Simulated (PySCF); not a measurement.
Calculation: PBE-D3(BJ)/def2-TZVP // M06-2X/def2-TZVP (PySCF). Isolated molecules, 0 K electronic values unless said otherwise. One relaxed conformer stands for a flexible species; it need not be the lowest. Excitations are Tamm–Dancoff values on a coarser integration grid. The basis has no diffuse functions, so Rydberg states are missing or too high.

Reference species (SMILES): `FCB` (neutral, multiplicity 1).

```yaml
HOMO–LUMO gap: 4.64 eV
S1 excitation (TDA): 4.79 eV
```

Changed species: `BN` (X = amino; the reference has X = fluoromethyl).

Problem. Give the shifts of the HOMO–LUMO gap and S1 excitation (TDA).

Solution. the HOMO–LUMO gap rises by 1.93 eV, to 6.57 eV; the S1 excitation (TDA) rises by 2.19 eV, to 6.98 eV.
